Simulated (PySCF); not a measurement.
O2Zr, charge +1, doublet, geometry from GFN2-xTB (such geometries of metal compounds can be far from the true shape) (the multiplicity is a formal guess) (core potentials on Zr), with bond 2-1 at 1.6 times its length; HF/def2-SVP in PySCF.

The PySCF input:
```python
from pyscf import gto, scf

mol = gto.M(
    atom='''
Zr   -0.15826003   -0.17493685   -0.22637589
O     2.44035299    1.12022016   -0.39960218
O    -0.67457295    0.24014796    1.46652175
''',
    basis='def2-svp',
    ecp={'Zr': 'def2-svp'},
    charge=1,
    spin=1,
    verbose=4,
)

mf = scf.UHF(mol)
mf.level_shift = 0.3
mf.max_cycle = 100
mf.kernel()
```

It wrote (shortened):

```
PySCF version 2.14.0

[INPUT] verbose = 4
[INPUT] num. atoms = 3
[INPUT] num. electrons = 27
[INPUT] charge = 1
[INPUT] spin (= nelec alpha-beta = 2S) = 1
[INPUT] symmetry False subgroup None
[INPUT] Mole.unit = angstrom
[INPUT] Symbol           X                Y                Z      unit          X                Y                Z       unit  Magmom
[INPUT]  1 Zr    -0.158260030000  -0.174936850000  -0.226375890000 AA   -0.299068113165  -0.330582735594  -0.427788433305 Bohr   0.0
[INPUT]  2 O      2.440352990000   1.120220160000  -0.399602180000 AA    4.611598798363   2.116909301616  -0.755138678979 Bohr   0.0
[INPUT]  3 O     -0.674572950000   0.240147960000   1.466521750000 AA   -1.274758126540   0.453813873773   2.771324463218 Bohr   0.0

nuclear repulsion = 54.4748109896196
number of shells = 23
number of NR pGTOs = 105
number of NR cGTOs = 59
basis = def2-svp
ecp = {'Zr': 'def2-svp'}

******** <class 'pyscf.scf.uhf.UHF'> ********
method = UHF
initial guess = minao
damping factor = 0
level_shift factor = 0.3
DIIS = <class 'pyscf.scf.diis.CDIIS'>
diis_start_cycle = 1
diis_space = 8
diis_damp = 0
SCF conv_tol = 1e-09
SCF conv_tol_grad = None
SCF max_cycles = 100
direct_scf = True
direct_scf_tol = 1e-13
number electrons alpha = 14  beta = 13
Set gradient conv threshold to 3.16228e-05
init E= -188.888346745233

cycle= 1 E= -195.349092338475  delta_E= -6.46  |g|= 0.828  |ddm|=  2.5
cycle= 2 E= -195.482961962549  delta_E= -0.134  |g|= 0.713  |ddm|= 1.12
cycle= 3 E= -195.673788000929  delta_E= -0.191  |g|= 0.167  |ddm|= 0.408
cycle= 4 E= -195.690958307664  delta_E= -0.0172  |g|= 0.0473  |ddm|= 0.174
cycle= 5 E= -195.695186824123  delta_E= -0.00423  |g|= 0.033  |ddm|= 0.0948
cycle= 6 E= -195.698365617876  delta_E= -0.00318  |g|= 0.0325  |ddm|= 0.0813
cycle= 7 E= -195.699906399036  delta_E= -0.00154  |g|= 0.034  |ddm|= 0.0399
cycle= 8 E= -195.699894594375  delta_E= 1.18e-05  |g|= 0.034  |ddm|= 0.00773
cycle= 9 E= -195.697886823839  delta_E= 0.00201  |g|= 0.031  |ddm|= 0.0594
cycle= 10 E= -195.695400394711  delta_E= 0.00249  |g|= 0.0267  |ddm|= 0.095
cycle= 11 E= -195.693839805666  delta_E= 0.00156  |g|= 0.0198  |ddm|= 0.12
cycle= 12 E= -195.693737440268  delta_E= 0.000102  |g|= 0.0129  |ddm|= 0.0649
cycle= 13 E= -195.693950894157  delta_E= -0.000213  |g|= 0.00749  |ddm|= 0.0496
cycle= 14 E= -195.694087751296  delta_E= -0.000137  |g|= 0.0048  |ddm|= 0.028
cycle= 15 E= -195.694164186378  delta_E= -7.64e-05  |g|= 0.00315  |ddm|= 0.0176
cycle= 16 E= -195.694201950888  delta_E= -3.78e-05  |g|= 0.00212  |ddm|= 0.0115
cycle= 17 E= -195.694226742417  delta_E= -2.48e-05  |g|= 0.00151  |ddm|= 0.00974
cycle= 18 E= -195.694239831125  delta_E= -1.31e-05  |g|= 0.00122  |ddm|= 0.00645
cycle= 19 E= -195.694251238593  delta_E= -1.14e-05  |g|= 0.00109  |ddm|= 0.00627
cycle= 20 E= -195.694257226943  delta_E= -5.99e-06  |g|= 0.00104  |ddm|= 0.0035
cycle= 21 E= -195.694261201653  delta_E= -3.97e-06  |g|= 0.00104  |ddm|= 0.00234
cycle= 22 E= -195.694261722205  delta_E= -5.21e-07  |g|= 0.00105  |ddm|= 0.000657
cycle= 23 E= -195.694260920115  delta_E= 8.02e-07  |g|= 0.00106  |ddm|= 0.000597
cycle= 24 E= -195.694254132187  delta_E= 6.79e-06  |g|= 0.00111  |ddm|= 0.00417
cycle= 25 E= -195.694246238572  delta_E= 7.89e-06  |g|= 0.00112  |ddm|= 0.00519
cycle= 26 E= -195.69424018048  delta_E= 6.06e-06  |g|= 0.00103  |ddm|= 0.00464
cycle= 27 E= -195.694231767585  delta_E= 8.41e-06  |g|= 0.00108  |ddm|= 0.00783
cycle= 28 E= -195.694229360007  delta_E= 2.41e-06  |g|= 0.000896  |ddm|= 0.00291
cycle= 29 E= -195.694228925473  delta_E= 4.35e-07  |g|= 0.00082  |ddm|= 0.00121
cycle= 30 E= -195.694228624084  delta_E= 3.01e-07  |g|= 0.000809  |ddm|= 0.000529
cycle= 31 E= -195.694228373008  delta_E= 2.51e-07  |g|= 0.000808  |ddm|= 0.000455
cycle= 32 E= -195.694227860542  delta_E= 5.12e-07  |g|= 0.000819  |ddm|= 0.000704
cycle= 33 E= -195.694228662668  delta_E= -8.02e-07  |g|= 0.00081  |ddm|= 0.000767
cycle= 34 E= -195.694229474506  delta_E= -8.12e-07  |g|= 0.000821  |ddm|= 0.000818
cycle= 35 E= -195.694228978505  delta_E= 4.96e-07  |g|= 0.000855  |ddm|= 0.00102
cycle= 36 E= -195.694230144621  delta_E= -1.17e-06  |g|= 0.000816  |ddm|= 0.00212
cycle= 37 E= -195.69422805727  delta_E= 2.09e-06  |g|= 0.000832  |ddm|= 0.00202
cycle= 38 E= -195.69422816084  delta_E= -1.04e-07  |g|= 0.000771  |ddm|= 0.00114
cycle= 39 E= -195.694226813514  delta_E= 1.35e-06  |g|= 0.000781  |ddm|= 0.00149
cycle= 40 E= -195.694226329074  delta_E= 4.84e-07  |g|= 0.00075  |ddm|= 0.000742
cycle= 41 E= -195.694224797793  delta_E= 1.53e-06  |g|= 0.000746  |ddm|= 0.0019
cycle= 42 E= -195.694223855183  delta_E= 9.43e-07  |g|= 0.000711  |ddm|= 0.00121
cycle= 43 E= -195.694222908951  delta_E= 9.46e-07  |g|= 0.000713  |ddm|= 0.00146
cycle= 44 E= -195.694222929365  delta_E= -2.04e-08  |g|= 0.000674  |ddm|= 0.000768
cycle= 45 E= -195.694223488715  delta_E= -5.59e-07  |g|= 0.000646  |ddm|= 0.00098
cycle= 46 E= -195.694223827205  delta_E= -3.38e-07  |g|= 0.000644  |ddm|= 0.000505
cycle= 47 E= -195.694224342125  delta_E= -5.15e-07  |g|= 0.00064  |ddm|= 0.000597
cycle= 48 E= -195.694225118432  delta_E= -7.76e-07  |g|= 0.000643  |ddm|= 0.000856
cycle= 49 E= -195.694224367716  delta_E= 7.51e-07  |g|= 0.000662  |ddm|= 0.000724
cycle= 50 E= -195.694223782966  delta_E= 5.85e-07  |g|= 0.000658  |ddm|= 0.000633
cycle= 51 E= -195.694223145836  delta_E= 6.37e-07  |g|= 0.000659  |ddm|= 0.000843
cycle= 52 E= -195.694223525132  delta_E= -3.79e-07  |g|= 0.000644  |ddm|= 0.000418
cycle= 53 E= -195.694223389137  delta_E= 1.36e-07  |g|= 0.00065  |ddm|= 0.000272
cycle= 54 E= -195.694222996193  delta_E= 3.93e-07  |g|= 0.000659  |ddm|= 0.000538
cycle= 55 E= -195.694223277997  delta_E= -2.82e-07  |g|= 0.00065  |ddm|= 0.000298
cycle= 56 E= -195.6942241492  delta_E= -8.71e-07  |g|= 0.000653  |ddm|= 0.00107
cycle= 57 E= -195.694224347925  delta_E= -1.99e-07  |g|= 0.000664  |ddm|= 0.000277
cycle= 58 E= -195.694224824862  delta_E= -4.77e-07  |g|= 0.000659  |ddm|= 0.000665
cycle= 59 E= -195.694224854273  delta_E= -2.94e-08  |g|= 0.000657  |ddm|= 0.000421
cycle= 60 E= -195.694224770868  delta_E= 8.34e-08  |g|= 0.000655  |ddm|= 0.00018
cycle= 61 E= -195.694225628673  delta_E= -8.58e-07  |g|= 0.000643  |ddm|= 0.00127
cycle= 62 E= -195.694225943659  delta_E= -3.15e-07  |g|= 0.000647  |ddm|= 0.00104
cycle= 63 E= -195.694225937207  delta_E= 6.45e-09  |g|= 0.000649  |ddm|= 0.000211
cycle= 64 E= -195.694225963893  delta_E= -2.67e-08  |g|= 0.000647  |ddm|= 0.000204
cycle= 65 E= -195.6942265148  delta_E= -5.51e-07  |g|= 0.000642  |ddm|= 0.000614
cycle= 66 E= -195.694226599068  delta_E= -8.43e-08  |g|= 0.00065  |ddm|= 0.00011
cycle= 67 E= -195.694225531106  delta_E= 1.07e-06  |g|= 0.000667  |ddm|= 0.00128
cycle= 68 E= -195.694226440379  delta_E= -9.09e-07  |g|= 0.000654  |ddm|= 0.000965
cycle= 69 E= -195.69422545588  delta_E= 9.84e-07  |g|= 0.000658  |ddm|= 0.00119
cycle= 70 E= -195.694224974632  delta_E= 4.81e-07  |g|= 0.000642  |ddm|= 0.000708
cycle= 71 E= -195.694223760902  delta_E= 1.21e-06  |g|= 0.000634  |ddm|= 0.00138
cycle= 72 E= -195.694223952255  delta_E= -1.91e-07  |g|= 0.000595  |ddm|= 0.000355
cycle= 73 E= -195.694223103648  delta_E= 8.49e-07  |g|= 0.000592  |ddm|= 0.00126
cycle= 74 E= -195.694222513664  delta_E= 5.9e-07  |g|= 0.000562  |ddm|= 0.00126
cycle= 75 E= -195.694223458078  delta_E= -9.44e-07  |g|= 0.000528  |ddm|= 0.00111
cycle= 76 E= -195.694224285485  delta_E= -8.27e-07  |g|= 0.000531  |ddm|= 0.000948
cycle= 77 E= -195.694222669639  delta_E= 1.62e-06  |g|= 0.000562  |ddm|= 0.00189
cycle= 78 E= -195.694221638436  delta_E= 1.03e-06  |g|= 0.000554  |ddm|= 0.0013
cycle= 79 E= -195.694221283377  delta_E= 3.55e-07  |g|= 0.000531  |ddm|= 0.000507
cycle= 80 E= -195.694219905534  delta_E= 1.38e-06  |g|= 0.000552  |ddm|= 0.00169
cycle= 81 E= -195.694219468646  delta_E= 4.37e-07  |g|= 0.000522  |ddm|= 0.00061
cycle= 82 E= -195.694217988408  delta_E= 1.48e-06  |g|= 0.000543  |ddm|= 0.00203
cycle= 83 E= -195.694216636607  delta_E= 1.35e-06  |g|= 0.000525  |ddm|= 0.00206
cycle= 84 E= -195.694215969872  delta_E= 6.67e-07  |g|= 0.00048  |ddm|= 0.00168
cycle= 85 E= -195.694215848222  delta_E= 1.22e-07  |g|= 0.000448  |ddm|= 0.00124
cycle= 86 E= -195.694215939849  delta_E= -9.16e-08  |g|= 0.000436  |ddm|= 0.000581
cycle= 87 E= -195.694216195564  delta_E= -2.56e-07  |g|= 0.000431  |ddm|= 0.000464
cycle= 88 E= -195.694215827648  delta_E= 3.68e-07  |g|= 0.000452  |ddm|= 0.000889
cycle= 89 E= -195.694215760507  delta_E= 6.71e-08  |g|= 0.000445  |ddm|= 0.000165
cycle= 90 E= -195.694215704153  delta_E= 5.64e-08  |g|= 0.000445  |ddm|= 0.000136
cycle= 91 E= -195.694216246291  delta_E= -5.42e-07  |g|= 0.00044  |ddm|= 0.000958
cycle= 92 E= -195.694216505271  delta_E= -2.59e-07  |g|= 0.000448  |ddm|= 0.000458
cycle= 93 E= -195.694214863999  delta_E= 1.64e-06  |g|= 0.000502  |ddm|= 0.00291
cycle= 94 E= -195.694213854891  delta_E= 1.01e-06  |g|= 0.000472  |ddm|= 0.00258
cycle= 95 E= -195.694213391545  delta_E= 4.63e-07  |g|= 0.000434  |ddm|= 0.00223
cycle= 96 E= -195.694213184011  delta_E= 2.08e-07  |g|= 0.000421  |ddm|= 0.002
cycle= 97 E= -195.694213111504  delta_E= 7.25e-08  |g|= 0.000385  |ddm|= 0.000557
cycle= 98 E= -195.694212807467  delta_E= 3.04e-07  |g|= 0.000387  |ddm|= 0.00166
cycle= 99 E= -195.69421272677  delta_E= 8.07e-08  |g|= 0.000359  |ddm|= 0.000627
cycle= 100 E= -195.694212573259  delta_E= 1.54e-07  |g|= 0.000336  |ddm|= 0.00111
SCF not converged.
SCF energy = -195.694212573259 after 100 cycles  <S^2> = 0.77301169  2S+1 = 2.0228808
```

The run did not converge; its last values are not results.
